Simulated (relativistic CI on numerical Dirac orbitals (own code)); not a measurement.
## Calculated levels, Eu⁵⁴⁺

Method of calculation: Dirac-Coulomb-Breit CI, KLI orbitals optimised for each configuration, a model potential for QED, unscaled Slater integrals (own radial code, finite nucleus).

CI space (outside the closed core 1s2): 2s2.2p5, 2s.2p6, 2p6.3s, 2p6.3p, 2p6.3d, 2s2.2p4.3s, 2s2.2p4.3p, 2s2.2p4.3d, 2s.2p5.3s, 2s.2p5.3p, 2s.2p5.3d, 2s2.2p4.4s, 2s2.2p4.4p, 2s2.2p4.4d, 2s2.2p4.4f, 2s.2p5.4s, 2s2.2p3.3s2, 2s.2p5.4p, 2s.2p5.4d, 2s2.2p3.3s.3p, 2s.2p5.4f, 2s2.2p4.5s, 2s2.2p4.5p, 2s2.2p4.5d, 2s2.2p3.3s.3d, 2s2.2p4.5f, 2s2.2p3.3p2, 2s2.2p4.5g, 2s2.2p3.3p.3d, 2s.2p4.3s2, 2s2.2p3.3d2, 2s.2p4.3s.3p, 2s.2p4.3s.3d, 2s.2p4.3p2, 2s.2p5.5s, 2s.2p5.5p. Levels of other configurations are missing.

The lowest level is 2s2.2p5 2P°_3/2, with 100 % of that term; Hund's rules for 2s2.2p5 give 2P° with J = 3/2, in agreement.

| No. | Configuration | Term | J | E (eV) | % | Next component (%) | Lifetime (s) |
| --- | --- | --- | --- | --- | --- | --- | --- |
| 1 | 2s2.2p5 | 2P° | 3/2 | 0.00 | 100 |  |  |
| 2 | 2s2.2p5 | 2P° | 1/2 | 668.06 | 100 |  | 3.66e-10 |
| 3 | 2s.2p6 | 2S | 1/2 | 1046.39 | 100 |  | 1.74e-13 |
| 4 | 2s2.2p4.3s | 4P | 5/2 | 6029.24 | 69 | 31 2D | 5.67e-14 |
| 5 | 2s2.2p4.3s | 2P | 3/2 | 6038.27 | 57 | 31 2D | 9.21e-15 |
| 6 | 2s2.2p4.3s | 2S | 1/2 | 6080.76 | 64 | 24 4P | 1.87e-14 |
| 7 | 2s2.2p4.3p | 4P° | 3/2 | 6136.50 | 32 | 25 2P° | 4.50e-12 |
| 8 | 2s2.2p4.3p | 2D° | 5/2 | 6138.94 | 36 | 27 4D° | 1.62e-12 |
| 9 | 2s2.2p4.3p | 2P° | 1/2 | 6185.06 | 73 | 19 4D° | 1.73e-12 |
| 10 | 2s2.2p4.3p | 2D° | 5/2 | 6321.55 | 50 | 40 4P° | 1.76e-12 |
| 11 | 2s2.2p4.3p | 4D° | 7/2 | 6321.89 | 69 | 31 2F° | 1.78e-12 |
| 12 | 2s2.2p4.3p | 2P° | 1/2 | 6322.61 | 50 | 38 2S° | 1.75e-12 |
| 13 | 2s2.2p4.3p | 2P° | 3/2 | 6360.76 | 46 | 29 2D° | 7.61e-13 |
| 14 | 2s2.2p4.3p | 2P° | 3/2 | 6380.76 | 68 | 14 4D° | 1.98e-12 |
| 15 | 2s2.2p4.3d | 4D | 3/2 | 6441.88 | 33 | 31 2D | 1.18e-13 |
| 16 | 2s2.2p4.3d | 4D | 5/2 | 6443.89 | 38 | 23 2F | 5.40e-14 |
| 17 | 2s2.2p4.3d | 2F | 7/2 | 6445.90 | 37 | 29 4F | 3.13e-12 |
| 18 | 2s2.2p4.3d | 4P | 1/2 | 6446.95 | 48 | 31 2P | 7.34e-15 |
| 19 | 2s2.2p4.3d | 2F | 7/2 | 6485.75 | 50 | 41 4D | 1.14e-11 |
| 20 | 2s2.2p4.3d | 4F | 9/2 | 6486.70 | 69 | 31 2G | 1.66e-11 |
| 21 | 2s2.2p4.3d | 2D | 3/2 | 6491.02 | 67 | 14 4F | 6.31e-14 |
| 22 | 2s2.2p4.3d | 2P | 1/2 | 6498.31 | 57 | 24 2S | 2.42e-15 |
| 23 | 2s2.2p4.3d | 2D | 5/2 | 6518.34 | 50 | 25 2F | 1.30e-15 |
| 24 | 2s2.2p4.3d | 2P | 3/2 | 6520.86 | 46 | 32 2D | 1.04e-15 |
| 25 | 2s2.2p4.3d | 2D | 5/2 | 6546.27 | 69 | 11 4F | 1.73e-15 |
| 26 | 2s2.2p4.3s | 4P | 3/2 | 6698.39 | 87 | 12 2P | 1.15e-13 |
| 27 | 2s2.2p4.3s | 2P | 1/2 | 6706.28 | 66 | 33 4P | 1.01e-14 |
| 28 | 2s2.2p4.3s | 2D | 5/2 | 6717.93 | 69 | 31 4P | 6.82e-14 |
| 29 | 2s2.2p4.3s | 2D | 3/2 | 6722.53 | 67 | 32 2P | 1.22e-14 |
| 30 | 2s2.2p4.3p | 4P° | 1/2 | 6802.20 | 52 | 26 4D° | 3.42e-11 |

Energies count from the lowest computed level; ° marks odd parity; lifetimes are radiative, by E1, M1, E2, M2 decay to levels of this space only.

The mean weight of the leading LS term, summed over parents, in these 30 levels is 61 %, and that of the leading jj configuration (from the same eigenvectors) 99 %, so jj coupling describes them better and the LS labels are nominal.

At this charge energies of transitions that change n are usually good to better than 1 %, and those within a shell (Δn = 0) to a few per cent.

LS names give the leading component of a level, which can be under half, so a name can repeat, a term be missing and a line seem to break the LS rules.
